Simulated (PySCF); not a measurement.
**Frontier orbitals and the lowest excitations**

Compound: C5H8OS.
Numbering: `[O:1]=[S@:2]1[CH:3]=[CH:4][CH2:5][CH2:6][CH2:7]1` (hydrogens: H8 on C3; H9 on C4; H10, H11 on C5; H12, H13 on C6; H14, H15 on C7)

Computed with TDDFT CAM-B3LYP/def2-SVPD, vertical, gas phase, core orbitals frozen in the response in PySCF 2.14.0, density-fitted response routines. Isolated species at its GFN2-xTB geometry (one conformer only).

Kohn–Sham orbitals with the atoms that hold most of them (Löwdin shares over 4%, at most four atoms; ? is withheld):

| orbital | ε (eV) | atoms |
| --- | --- | --- |
| HOMO-3 | -11.36 | C5 17%, C6 16%, O1 13%, C7 11% |
| HOMO-2 | -9.69 | C3 28%, C4 22%, O1 22%, S2 8% |
| HOMO-1 | -8.93 | O1 48%, C3 16%, S2 10%, C4 9% |
| HOMO | -7.96 | ? |
| LUMO | ? | ? |
| LUMO+1 | 1.03 | S2 14%, C5 12%, C4 12%, C6 10% |
| LUMO+2 | 1.46 | S2 60%, O1 7%, C7 6%, C3 6% |

Task: Give the leading atoms of the LUMO.

Result: C4 (bonded to 2 C and H) 26%; C3 (bonded to C, S and H) 24%; S2 (bonded to 2 C and O) 20%; C5 (bonded to 2 C and 2 H) 6%. By element: carbon 55% or more, sulfur 20%.

Task: Which atoms hold the HOMO, and with what shares?

Result: O1 (bonded to S) 45%; S2 (bonded to 2 C and O) 30%; C7 (bonded to C, S and 2 H) 8%; C3 (bonded to C, S and H) 6%. By element: oxygen 45%, sulfur 30%, carbon 15% or more.

Task: What is the LUMO energy, and the HOMO–LUMO gap?

Result: ε(LUMO) = 0.49 eV; the gap is 8.45 eV (0.3105 hartree).

Task: The HOMO–LUMO gap is 8.45 eV. Where does the response calculation put the lowest singlet, and from which orbitals?

Result: S1 is at 5.13 eV (f = 0.028), 3.32 eV below the gap, made of HOMO→LUMO (90%). Without the coupling terms of the response equations the lowest excitation would equal the gap.

Task: One configuration dominates each of S1 and S3. Which, and how do the shares of the two leading atoms of either orbital change from the occupied to the empty one?

Result: 
- S1 (5.13 eV, f 0.028), HOMO→LUMO (90%): O1 45% → at most 6%, S2 30% → 20%, C4 at most 7% → 26%, C3 6% → 24%
- S3 (6.09 eV, f 0.022), HOMO-1→LUMO (86%): O1 48% → at most 6%, C3 16% → 24%, C4 9% → 26%
